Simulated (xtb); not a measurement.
H₈NSi₂, charge +1, singlet, at a GFN2-xTB geometry.

The xtb input:
```
$ xtb mol.xyz --gfn 0 --chrg 1 --json

# file mol.xyz
11

Si     1.54686410     0.58087505    -0.00490702
N      0.16586354    -0.70353006    -0.13289243
Si    -1.63987507    -0.18635790     0.07942884
H      2.73268072    -0.23600687    -0.22682810
H      1.19077269     1.49310708    -1.08071010
H      1.35630647     1.07283301     1.35081633
H      0.36071494    -1.43815543     0.54667362
H      0.25281666    -1.16421227    -1.03824461
H     -1.79194812     0.77499319    -1.00177351
H     -1.62641434     0.35471912     1.42975292
H     -2.33382026    -1.45580750    -0.09274506
```

Problem. Estimate the total energy that GFN0-xTB (xtb) returns for this input.

Solution. -9.3945 Eh

Problem. What HOMO-LUMO gap does GFN0-xTB give?

Solution. 5.65 eV

Problem. What partial charges in atom order does GFN0-xTB give?

Solution. Si1 0.61, N2 -1.21, Si3 0.61, H4 0.03, H5 0.02, H6 0.02, H7 0.42, H8 0.42, H9 0.02, H10 0.02, H11 0.03
